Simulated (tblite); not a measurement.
Task: Give a GFN2-xTB geometry of `C(N)(=O)[Si@@H]1C[C@H](C[SiH3])[SiH2]1`.

Result: 
```
atom  x, y, z in Å
N1     3.1859    0.6812    1.0328
C2     3.3034   -0.0796   -0.0780
O3     4.3826   -0.4768   -0.4724
Si4    1.7025   -0.6148   -0.9913
C5     0.1555    0.5044   -0.7160
C6    -0.9288   -0.5804   -0.5210
C7    -2.0360   -0.1799    0.4470
Si8   -2.9758    1.3932   -0.0702
Si9    0.1709   -2.1063   -0.0611
H10    2.3010    1.0574    1.3201
H11    4.0164    0.9707    1.5279
H12    2.0950   -0.7250   -2.4021
H13   -0.0967    1.1990   -1.5157
H14    0.2350    1.1016    0.1954
H15   -1.3906   -0.7731   -1.4956
H16   -1.6108   -0.0462    1.4451
H17   -2.7447   -1.0079    0.5286
H18   -3.3829    1.2745   -1.4721
H19   -4.1582    1.5490    0.7803
H20   -2.1298    2.5792    0.0917
H21   -0.2847   -3.3564   -0.6770
H22    0.1804   -2.3443    1.3909
```

Orientation and origin are arbitrary. Atoms count from 1 in this order. N1 (nitrogen bound to a carbonyl carbon) is planar (angles 121.5°, 119.5° and 118.5°, sum 359.6°, 0.04 Å off the plane of its three neighbours). The C–C distances run from 1.524 Å (C6–C7, drawn single) to 1.546 Å (C5–C6, drawn single), a spread of 0.022 Å. The 4-membered ring Si4–C5–C6–Si9 has internal angles of 77.0° to 100.6°; it is puckered, 0.13 Å rms from its mean plane, widest ring torsion 20°. Si8 (SiH3 silicon) is tetrahedral (angles from 108.4° to 110.7°).

Bonds between heavy atoms (Å): N1–C2 1.351, C2=O3 1.216, C2–Si4 1.919, Si4–C5 1.929, C5–C6 1.546, C6–C7 1.524, C7–Si8 1.904, C6–Si9 1.936, Si4–Si9 2.331.

Structure optimised with GFN2-xTB, isolated species.

Point group: C1 (no symmetry element, even within 0.4 Å). Its GFN2-xTB frequencies are all real (lowest 19 cm⁻¹). One conformer, not necessarily the lowest (H–N1–C2–O3 176° and 3°, N1–C2–Si4–C5 24°, C5–C6–C7–Si8 59°, C2–Si4–C5–C6 -137°, Si4–C5–C6–C7 147°, C5–C6–Si9–Si4 -16°, C2–Si4–Si9–C6 126°). 3 starts were optimised and ended at 0.00, 0.32 and 1.58 kcal/mol (GFN2-xTB); the lowest of these is shown.

The numbers are calculated, not measured.
